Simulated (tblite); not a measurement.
Species: C4H9AlO.
SMILES with atom numbers: `[CH2:1]=[CH:2][Al:3]([CH3:4])[O:5][CH3:6]` (hydrogens: H7, H8 on C1; H9 on C2; H10, H11, H12 on C4; H13, H14, H15 on C6)

Computed with GFN2-xTB (tblite), gas phase: L-BFGS steps from a force-field or distance-geometry start until the largest atomic force falls under 0.01 eV/Å.

Step 48: E = -497.3190 eV
```
atom  x, y, z in Å  |  force x, y, z in eV/Å
C1      2.9689   -0.2633   -0.2696    0.014   0.005   0.036
C2      1.7764   -0.8365   -0.1306   -0.001   0.004  -0.027
Al3     0.0599    0.1615   -0.2572   -0.037   0.025   0.039
C4     -0.1998    2.1229   -0.5750    0.016   0.037   0.017
O5     -1.3137   -0.7421   -0.0769   -0.060   0.023  -0.021
C6     -2.5455   -1.3862    0.0502   -0.003  -0.023  -0.012
H7      3.0744    0.8039   -0.4069   -0.016  -0.029  -0.041
H8      3.8994   -0.8194   -0.2398   -0.013   0.031   0.023
H9      1.7649   -1.9189    0.0242   -0.025   0.016  -0.026
H10    -1.1416    2.2748   -1.1141    0.050  -0.004  -0.030
H11     0.5934    2.6149   -1.1412   -0.023  -0.035   0.012
H12    -0.3014    2.6791    0.3629    0.032  -0.044  -0.003
H13    -3.2702   -0.7188    0.5251    0.016  -0.044  -0.001
H14    -2.9261   -1.6735   -0.9338    0.018   0.029  -0.015
H15    -2.4432   -2.2904    0.6551    0.031   0.007   0.049
```

Step 49: E = -497.3199 eV
```
atom  x, y, z in Å  |  force x, y, z in eV/Å
C1      2.9664   -0.2628   -0.2705    0.005   0.011   0.042
C2      1.7730   -0.8352   -0.1310    0.022   0.001  -0.023
Al3     0.0569    0.1646   -0.2548    0.000  -0.018   0.045
C4     -0.1966    2.1222   -0.5743   -0.004   0.069   0.013
O5     -1.3152   -0.7403   -0.0748   -0.063   0.025  -0.018
C6     -2.5450   -1.3878    0.0502   -0.009  -0.024  -0.010
H7      3.0707    0.8056   -0.4039   -0.015  -0.050  -0.044
H8      3.8990   -0.8174   -0.2434   -0.045   0.035   0.024
H9      1.7583   -1.9183    0.0229   -0.014   0.031  -0.033
H10    -1.1362    2.2747   -1.1165    0.038   0.002  -0.030
H11     0.5978    2.6113   -1.1396    0.003  -0.026  -0.006
H12    -0.2985    2.6821    0.3609    0.024  -0.040   0.010
H13    -3.2722   -0.7244    0.5269    0.014  -0.036  -0.016
H14    -2.9222   -1.6753   -0.9354    0.011   0.029   0.004
H15    -2.4407   -2.2910    0.6558    0.033  -0.009   0.041
```

Step 50: E = -497.3211 eV
```
atom  x, y, z in Å  |  force x, y, z in eV/Å
C1      2.9634   -0.2617   -0.2709   -0.006   0.017   0.039
C2      1.7689   -0.8324   -0.1312    0.039  -0.008  -0.012
Al3     0.0523    0.1683   -0.2474    0.033  -0.048   0.038
C4     -0.1917    2.1230   -0.5726   -0.021   0.076   0.004
O5     -1.3197   -0.7363   -0.0701   -0.055   0.026  -0.011
C6     -2.5457   -1.3917    0.0506   -0.008  -0.017  -0.002
H7      3.0666    0.8080   -0.3987   -0.010  -0.057  -0.046
H8      3.8974   -0.8152   -0.2508   -0.072   0.036   0.029
H9      1.7506   -1.9162    0.0185   -0.004   0.036  -0.038
H10    -1.1270    2.2748   -1.1219    0.022   0.012  -0.023
H11     0.6062    2.6037   -1.1384    0.029  -0.014  -0.016
H12    -0.2943    2.6894    0.3578    0.014  -0.029   0.019
H13    -3.2774   -0.7342    0.5284    0.005  -0.025  -0.028
H14    -2.9166   -1.6776   -0.9380    0.000   0.018   0.026
H15    -2.4375   -2.2938    0.6572    0.034  -0.021   0.021
```

Question: Estimate the geometry and energy of step 51. (The exact step hangs on the optimiser's Hessian estimate; all steps are aligned on step 50, rigid shifts and turns removed.)

Answer: E = -497.3222 eV, largest force 0.079 eV/Å
```
atom  x, y, z in Å  |  force x, y, z in eV/Å
C1      2.9595   -0.2598   -0.2708   -0.025   0.017   0.028
C2      1.7644   -0.8291   -0.1313    0.032  -0.009   0.001
Al3     0.0474    0.1718   -0.2369    0.045  -0.052   0.020
C4     -0.1856    2.1254   -0.5708   -0.025   0.044  -0.009
O5     -1.3260   -0.7313   -0.0636   -0.030   0.027  -0.001
C6     -2.5467   -1.3973    0.0517   -0.001  -0.005   0.005
H7      3.0613    0.8101   -0.3927   -0.002  -0.034  -0.047
H8      3.8937   -0.8124   -0.2600   -0.068   0.020   0.036
H9      1.7420   -1.9132    0.0121    0.009   0.018  -0.037
H10    -1.1151    2.2756   -1.1294    0.000   0.026  -0.012
H11     0.6171    2.5952   -1.1376    0.053  -0.002  -0.018
H12    -0.2890    2.6985    0.3544    0.002  -0.009   0.027
H13    -3.2842   -0.7464    0.5290   -0.009  -0.016  -0.028
H14    -2.9100   -1.6805   -0.9404   -0.013  -0.004   0.039
H15    -2.4336   -2.2987    0.6589    0.031  -0.020  -0.005
```

The energy changes by -0.0012 eV. The first-order estimate −F·Δx gives -0.0017 eV and the mean of the old and new forces, exact on a quadratic surface, -0.0012 eV. The step makes an angle of 78° with the force vector and moves no atom by more than 0.014 Å.

The cost below is that of the whole relaxation. Hardware: Arm Neoverse V1, one thread, shared host. Cost: 0.5 s.
